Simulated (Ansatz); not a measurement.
Mulliken charges of BFH4SSi (`FB[SiH2]S`) from r2SCAN/def2-TZVPP in Ansatz (PBE0-D4/def2-TZVP geometry).

```csv
atom,x (Å),y (Å),z (Å),charge (e)
F1,-1.805,-1.184,0.587,-0.226
B2,-0.799,-0.443,1.021,0.278
Si3,0.183,0.778,-0.269,0.273
S4,1.780,-0.447,-1.036,-0.266
H5,-0.460,-0.611,2.162,-0.031
H6,-0.654,1.330,-1.368,-0.072
H7,0.885,1.887,0.426,-0.067
H8,0.963,-1.366,-1.579,0.111
```

**Question.** By hand: the dipole of these point charges (1 e Å = 4.8032 D).

**Answer.** Σ q r = (-0.129, 0.121, 0.181) e Å, of length 0.253 e Å = 1.22 D.

**Question.** How does the dipole of the full density compare? (Best estimate.)

**Answer.** Computed: (-0.126, 0.048, 0.028) e Å, 0.66 D; the point charges give 1.85 times that, at 39° from its direction.

Point charges leave out the atoms' own dipoles, such as those of lone pairs, and Mulliken's split depends on the basis, so the two needn't agree.
